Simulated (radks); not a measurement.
Problem. These are the eigenvalues of the occupied orbitals of an atom or ion with whole-number occupations (eV). Method: scalar-relativistic Kohn-Sham, r2SCAN, spin-polarised, spherical densities, finite nucleus; meta-GGA in the generalised Kohn-Sham scheme; Fermi nuclear charge, rms radius of each element as measured or else 0.836 A^(1/3) + 0.57 fm; computed with a radial shooting solver on a logarithmic mesh with Libxc functionals.

1s up: -3583.201
1s down: -3582.385
2s up: -402.1030
2s down: -401.7116
2p up: -326.8958
2p down: -326.0409
3s up: -75.3605
3s down: -71.4390
3p up: -56.8016
3p down: -53.0531

Which element is it, and in what charge state? The configuration may be excited. Open shells, if any, are filled with parallel spins first.

Solution. Z = 19, potassium, charge +3: K3+ in [Ne] 3s2 3p4. The list shows which subshells hold electrons but not how many an open one holds; the 1s level, -131.68 hartree, gives Z - s = 16.2 by -(Z - s)^2/2, which with screening and relativity narrows Z to a few neighbours, and the depths of the outer levels then fix element, charge and occupations together.
